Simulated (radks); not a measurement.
Question: All-electron atom: Tb10+ in [Kr] 4d10 4f5 5s2 5p2 (not the ground configuration). Calculated with a radial shooting solver on a logarithmic mesh with Libxc functionals: scalar-relativistic Kohn-Sham, PBE, spin-polarised, spherical densities, finite nucleus; open shells are filled with parallel spins first (spin-orbit coupling, left out, can overturn this in heavy ions); Fermi nuclear charge, rms radius 5.06 fm. Some entries of the table are withheld. Estimate them.

| orbital | occ. | eigenvalue (eV) | <r^2> (bohr^2) | <1/r> (bohr^-1) |
|---|---|---|---|---|
| 1s up | 1 | -52039.31 | 0.0006317 | 73.09 |
| 1s down | 1 | -52039.08 | 0.0006317 | 73.09 |
| 2s up | 1 | -8784.033 | 0.009891 | 16.97 |
| 2s down | 1 | -8783.862 | 0.009890 | 16.97 |
| 2p up | 3 | -7826.880 | 0.007989 | 15.80 |
| 2p down | 3 | -7826.647 | 0.007988 | 15.80 |
| 3s up | 1 | -2098.160 | 0.06551 | 6.234 |
| 3s down | 1 | -2095.398 | 0.06539 | 6.241 |
| 3p up | 3 | -1802.898 | 0.06574 | 5.852 |
| 3p down | 3 | -1800.122 | 0.06560 | 5.859 |
| 3d up | 5 | -1417.643 | 0.05514 | 5.551 |
| 3d down | 5 | -1415.478 | 0.05498 | 5.557 |
| 4s up | 1 | -565.0919 | 0.3245 | 2.655 |
| 4s down | 1 | -559.1529 | 0.3245 | 2.653 |
| 4p up | 3 | -466.7003 | 0.3632 | 2.448 |
| 4p down | 3 | -460.8306 | 0.3632 | 2.446 |
| 4d up | 5 | -331.3703 | 0.4225 | 2.183 |
| 4d down | 5 | -325.4874 | 0.4224 | 2.182 |
| 5s up | 1 | -202.5714 | 1.469 | 1.173 |
| 5s down | 1 | -196.8023 | 1.489 | 1.166 |
| 4f up | 5 | (1) | 0.5582 | 1.789 |
| 4f down | 0 | (2) | 0.5611 | 1.788 |
| 5p up | 2 | -172.2227 | 1.748 | 1.064 |
| 5p down | 0 | -166.8397 | 1.784 | 1.052 |

Answer: 
(1) 4f up eigenvalue (eV): -181.6208
(2) 4f down eigenvalue (eV): -175.5005
